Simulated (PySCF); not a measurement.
**Pt⁺: excitation energy**

Pt⁺ [Xe] 4f14 5d9 (2D) → Pt⁺ [Xe] 4f14 5d8 6s1 (4F), as a difference of total energies. Calculation: PySCF 2.14, in def2-TZVPPD with the def2 core potential (60 electrons) (6s5p3d2f1g, 59 functions); a scalar-relativistic core potential. Correlated levels: valence: 5s2 5p6 frozen; valence and next inner shell: nothing frozen outside the core potential. The calculations carry no spin-orbit coupling.

```json
{"method": "UHF", "excitation energy (eV)": "0.300"}
{"method": "LDA", "excitation energy (eV)": "0.818"}
{"method": "PBE", "excitation energy (eV)": "0.740"}
{"method": "PBE0", "excitation energy (eV)": "0.756"}
{"method": "r2SCAN", "excitation energy (eV)": "0.464"}
{"method": "BP86", "excitation energy (eV)": "0.711"}
{"method": "M06-L", "excitation energy (eV)": "0.981"}
{"method": "HSE06", "excitation energy (eV)": "0.744"}
{"method": "LC-wPBE", "excitation energy (eV)": "0.912"}
{"method": "MP2 (valence)", "excitation energy (eV)": "0.943"}
{"method": "SCS-MP2 (valence)", "excitation energy (eV)": "1.094"}
{"method": "MP2 (valence and next inner shell)", "excitation energy (eV)": "0.788"}
{"method": "SCS-MP2 (valence and next inner shell)", "excitation energy (eV)": "0.874"}
```

Question: How much does correlation contribute at MP2 (valence and next inner shell)?

Answer: 0.788 − (0.300) = 0.488 eV, measured against UHF.
